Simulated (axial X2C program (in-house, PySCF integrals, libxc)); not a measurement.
# TiCl⁺ along the bond: HF, spin-free

Computed with an in-house all-electron X2C program for linear molecules (integrals from PySCF). Spin-free means the one-electron spin-free X2C Hamiltonian. Basis: Ti dyall-cv3z [10s10p6d4f2g], Cl dyall-av3z [9s8p3d2f] (cores contracted in-house); Gaussian nuclei, density fitting, unrestricted open shells. Masses: Ti 47.948 u, Cl 34.969 u.

State: M_S = 1, Λ = 2 (beyond evenly filled blocks: σα, δ+α). Dipoles are positive if Cl is the positive end and refer to the centre of mass.

```tsv
R (Å)	μ (D)	HOMO (eV)	LUMO (eV)	⟨S²⟩
1.863	-6.840	-15.13	-5.32	2.017
1.949	-7.539	-15.49	-5.49	2.016
2.014	-8.039	-15.74	-5.65	2.014
2.078	-8.519	-15.95	-5.80	2.013
2.142	-8.985	-16.11	-5.94	2.012
2.217	-9.513	-16.23	-6.10	2.011
2.292	-10.029	-16.27	-6.24	2.010
2.388	-10.678	-16.10	-6.41	2.010
2.506	-11.451	-15.71	-6.60	2.009
2.678	-12.528	-15.23	-6.86	2.011
```

The minimum lies at 2.241 Å. What is the dipole moment there?

At HF, spin-free, with the sign and origin stated: μ = -9.68 D.

The state is one determinant whose occupation by symmetry is held fixed; it was picked as the lowest of a PBE0 search that is not exhaustive. PBE0 can misorder states that lie within some tenths of an eV, so this need not be the ground state of the molecule. The nearest other spin-free determinant of the search, M_S = 1, Λ = 0, lies 0.11 eV up at the distance of the search.
